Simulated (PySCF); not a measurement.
C5H7F2O2 (doublet state).
Z-matrix (Å and degrees, GFN2-xTB geometry), rows numbered from 1:
```
C 
O   1  1.3633
C   2  1.4004  1  115.50
C   3  1.5052  2  110.32  1   179.67
C   4  1.3204  3  124.92  2     1.18
O   4  1.3902  3  109.14  2  -179.27
C   6  1.3496  4  118.20  3   167.14
F   7  1.3566  6  112.17  4    78.95
F   7  1.3395  6  107.78  4  -164.65
H   1  1.0705  2  113.59  3   173.57
H   1  1.0746  2  119.82  3    17.80
H   3  1.1015  2  110.86  1   -59.82
H   3  1.1014  2  110.74  1    59.11
H   5  1.0732  4  118.79  3    -0.87
H   5  1.0742  4  123.74  3   177.65
H   7  1.1073  6  114.45  4   -43.55
```

The hyperfine couplings belong to this conformer and change with its torsions.

As a line formula: `[CH2]OCC(=C)OC(F)F` [radical].

Computed with UKS B3LYP, pcH-1 on C F H O, non-relativistic, mean-field spin-orbit, GIAO in PySCF. One conformer (not necessarily the lowest) at the GFN2-xTB geometry, without solvent, vibrations or thermal averaging. Couplings are sensitive to structure, and on GFN2-xTB geometries they can be far from those on DFT ones. Stability of the SCF solution: not tested.

The largest Mulliken spin populations are on C1 (+0.94) and O2 (+0.12). No atom but C1 exceeds +0.15. The angles at C1 add up to 355.1°, so it is nearly planar; its axial dipolar tensor and the negative couplings of its protons fit spin in a p orbital normal to that plane.

(1) McConnell's relation a(H) = Q·ρ ties the coupling of a proton on a planar π carbon to the spin population of that carbon. What Q do the computed values give?

Results:

(1) 
```
  H   C    ρ(C)  a(H) (G)  a/ρ (G)
H10  C1  +0.936    -17.20    -18.4
H11  C1  +0.936    -15.69    -16.8
```

These protons share one ρ (within 0.01), so their mean ratio, Q = -17.6 G, is no test of linearity.

Couplings in gauss use g_iso = 2.0033.
